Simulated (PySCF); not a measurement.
C7H11ClO3.
Numbering: `[CH3:1][O:2][C@:3]1([CH2:4][Cl:5])[CH2:6][C:7](=[O:8])[CH2:9][CH2:10][O:11]1` (hydrogens: H12, H13, H14 on C1; H15, H16 on C4; H17, H18 on C6; H19, H20 on C9; H21, H22 on C10)

Method: PBE0-D3(BJ)/def2-SVP geometry optimisation, gas phase in PySCF; density fitting, grid level 1; the optimiser is geomeTRIC in internal coordinates, started from a GFN2-xTB structure with every atom displaced at random (about 0.01 Å).

The end geometry, which sets the zero of energy:
```
atom  x, y, z in Å
C1     -1.9491    0.8377    1.5267
O2     -1.0538   -0.1620    1.1081
C3     -0.5971   -0.0916   -0.2056
C4     -1.7156    0.0457   -1.2396
Cl5    -2.9190   -1.2499   -1.0986
C6      0.2403   -1.3568   -0.4001
C7      1.5113   -1.3010    0.4180
O8      1.9253   -2.2357    1.0552
C9      2.2370    0.0218    0.3196
C10     1.2731    1.1943    0.4555
O11     0.1726    1.0658   -0.4203
H12    -1.6087    1.8442    1.2290
H13    -1.9918    0.7876    2.6227
H14    -2.9638    0.6609    1.1303
H15    -2.2233    1.0099   -1.1096
H16    -1.2835    0.0184   -2.2475
H17     0.5263   -1.4269   -1.4625
H18    -0.3406   -2.2453   -0.1258
H19     2.7107    0.0592   -0.6773
H20     3.0308    0.0555    1.0788
H21     1.7622    2.1422    0.1926
H22     0.9221    1.2677    1.4991
```

Question: These geometries come from the run, each turned onto the end geometry. Order them by energy, lowest first.
A.
```
atom  x, y, z in Å
C1     -1.9746    0.8294    1.5402
O2     -1.0999   -0.1614    1.1184
C3     -0.6160   -0.0657   -0.1904
C4     -1.6585    0.0442   -1.2652
Cl5    -2.8357   -1.3055   -1.1577
C6      0.2418   -1.3409   -0.3957
C7      1.5169   -1.2935    0.4370
O8      1.8742   -2.1638    1.1733
C9      2.2703    0.0091    0.2544
C10     1.3037    1.1658    0.4995
O11     0.1719    1.0993   -0.3567
H12    -1.6418    1.8451    1.2144
H13    -2.0263    0.8280    2.6126
H14    -3.0141    0.6797    1.1649
H15    -2.2518    0.9690   -1.1284
H16    -1.2305    0.0503   -2.2412
H17     0.5244   -1.4065   -1.4498
H18    -0.3562   -2.2053   -0.1015
H19     2.6219    0.0422   -0.7915
H20     3.0955    0.0645    0.9227
H21     1.7616    2.1277    0.2576
H22     0.9885    1.1302    1.5317
```
B.
```
atom  x, y, z in Å
C1     -1.9774    0.8537    1.5186
O2     -1.0656   -0.1389    1.1213
C3     -0.6003   -0.0863   -0.1894
C4     -1.7061    0.0477   -1.2350
Cl5    -2.8925   -1.2621   -1.1179
C6      0.2338   -1.3580   -0.3658
C7      1.5330   -1.3057    0.4096
O8      1.9851   -2.2388    1.0226
C9      2.2510    0.0204    0.2901
C10     1.2813    1.1825    0.4678
O11     0.1800    1.0661   -0.4090
H12    -1.6194    1.8687    1.2685
H13    -2.0795    0.7725    2.6073
H14    -2.9701    0.6950    1.0654
H15    -2.2305    1.0065   -1.1051
H16    -1.2607    0.0342   -2.2364
H17     0.4994   -1.4551   -1.4319
H18    -0.3432   -2.2395   -0.0646
H19     2.6815    0.0615   -0.7256
H20     3.0760    0.0535    1.0134
H21     1.7599    2.1430    0.2325
H22     0.9296    1.2211    1.5120
```
C.
```
atom  x, y, z in Å
C1     -1.9627    0.8479    1.5189
O2     -1.0599   -0.1488    1.1159
C3     -0.5977   -0.0912   -0.1955
C4     -1.7045    0.0479   -1.2377
Cl5    -2.9033   -1.2575   -1.1137
C6      0.2365   -1.3614   -0.3779
C7      1.5262   -1.3013    0.4082
O8      1.9539   -2.2434    1.0244
C9      2.2445    0.0263    0.3024
C10     1.2738    1.1874    0.4691
O11     0.1746    1.0666   -0.4078
H12    -1.6077    1.8580    1.2487
H13    -2.0409    0.7819    2.6112
H14    -2.9658    0.6869    1.0877
H15    -2.2235    1.0060   -1.1052
H16    -1.2648    0.0268   -2.2411
H17     0.5043   -1.4583   -1.4432
H18    -0.3414   -2.2434   -0.0777
H19     2.6845    0.0729   -0.7094
H20     3.0613    0.0556    1.0350
H21     1.7546    2.1443    0.2224
H22     0.9234    1.2388    1.5139
```
D.
```
atom  x, y, z in Å
C1     -1.9640    0.8840    1.5065
O2     -1.0441   -0.1157    1.1281
C3     -0.5903   -0.0997   -0.1861
C4     -1.7193    0.0312   -1.2198
Cl5    -2.9299   -1.2486   -1.1154
C6      0.2345   -1.3757   -0.3509
C7      1.5511   -1.3051    0.3993
O8      2.0209   -2.2420    0.9970
C9      2.2464    0.0255    0.2769
C10     1.2567    1.1653    0.4591
O11     0.1829    1.0384   -0.4509
H12    -1.5763    1.8849    1.2791
H13    -2.0932    0.7766    2.5975
H14    -2.9519    0.7390    1.0300
H15    -2.1959    0.9984   -1.0894
H16    -1.2539    0.0556   -2.2202
H17     0.4904   -1.4664   -1.4214
H18    -0.3311   -2.2647   -0.0442
H19     2.6888    0.0926   -0.7338
H20     3.0646    0.0910    1.0198
H21     1.7103    2.1490    0.2924
H22     0.8685    1.1282    1.4949
```
E.
```
atom  x, y, z in Å
C1     -1.9894    0.8594    1.5234
O2     -1.0674   -0.1281    1.1272
C3     -0.5992   -0.0836   -0.1841
C4     -1.7078    0.0398   -1.2337
Cl5    -2.8905   -1.2659   -1.1246
C6      0.2283   -1.3590   -0.3516
C7      1.5368   -1.2975    0.4090
O8      1.9780   -2.2452    1.0083
C9      2.2610    0.0226    0.2787
C10     1.2919    1.1840    0.4592
O11     0.1910    1.0601   -0.4220
H12    -1.6271    1.8770    1.2964
H13    -2.1122    0.7558    2.6097
H14    -2.9738    0.7033    1.0519
H15    -2.2247    1.0019   -1.1110
H16    -1.2505    0.0377   -2.2326
H17     0.4913   -1.4575   -1.4185
H18    -0.3478   -2.2405   -0.0472
H19     2.6896    0.0625   -0.7382
H20     3.0891    0.0639    1.0018
H21     1.7664    2.1507    0.2448
H22     0.9325    1.2003    1.5017
```

Answer: C (0.003 eV), B (0.006 eV), E (0.013 eV), D (0.051 eV), A (0.159 eV).

In the order of the answer:

```json
{"step": "4", "E above end (eV)": "0.003", "largest force (eV/Å)": "0.12", "rms force component (eV/Å)": "0.034", "rms distance from end (Å)": "0.032", "rms bond change (Å)": "0.001", "bond most changed (Å)": "C4–Cl5 +0.003"}
{"step": "3", "E above end (eV)": "0.006", "largest force (eV/Å)": "0.19", "rms force component (eV/Å)": "0.049", "rms distance from end (Å)": "0.047", "rms bond change (Å)": "0.001", "bond most changed (Å)": "C4–H15 +0.003"}
{"step": "2", "E above end (eV)": "0.013", "largest force (eV/Å)": "0.35", "rms force component (eV/Å)": "0.072", "rms distance from end (Å)": "0.060", "rms bond change (Å)": "0.002", "bond most changed (Å)": "C4–Cl5 -0.009"}
{"step": "1", "E above end (eV)": "0.051", "largest force (eV/Å)": "0.71", "rms force component (eV/Å)": "0.182", "rms distance from end (Å)": "0.075", "rms bond change (Å)": "0.005", "bond most changed (Å)": "C4–H15 -0.011"}
{"step": "0", "E above end (eV)": "0.159", "largest force (eV/Å)": "2.11", "rms force component (eV/Å)": "0.564", "rms distance from end (Å)": "0.084", "rms bond change (Å)": "0.017", "bond most changed (Å)": "C9–H20 -0.036"}
```

The cost below is that of the whole optimisation. The run took 88 s wall, 3.8 min CPU on 2 threads, AMD EPYC 9R45 (x86_64), no GPU, on a shared host, and the process peaked at 1.1 GiB of memory.
